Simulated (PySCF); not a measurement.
Correlation energy of C (carbon, neutral)

[He] 2s1 2p3, 2s spin antiparallel (an excited configuration). All numbers are calculated (PySCF 2.14, no relativity, point nucleus, in def2-QZVPPD (8s4p4d2f1g, 63 functions)). Frozen: nothing; 6 electrons correlated.

MP2 pair energies summed by pair of shells (mhartree):

| pair | energy | share (%) |
| --- | --- | --- |
| 2s-2p | -110.64 | 70.2 |
| 2p-2p | -24.00 | 15.2 |
| 1s-1s | -15.18 | 9.6 |
| 1s-2p | -6.03 | 3.8 |
| 1s-2s | -1.83 | 1.2 |

Total MP2 correlation energy: -157.68 mhartree.

Same-spin part -27.22 and opposite-spin part -130.46 mhartree; SCS-MP2 scales them by 1/3 and 6/5 to -165.62 mhartree.

This basis was not built for core-valence correlation, so the inner-shell part is incomplete.
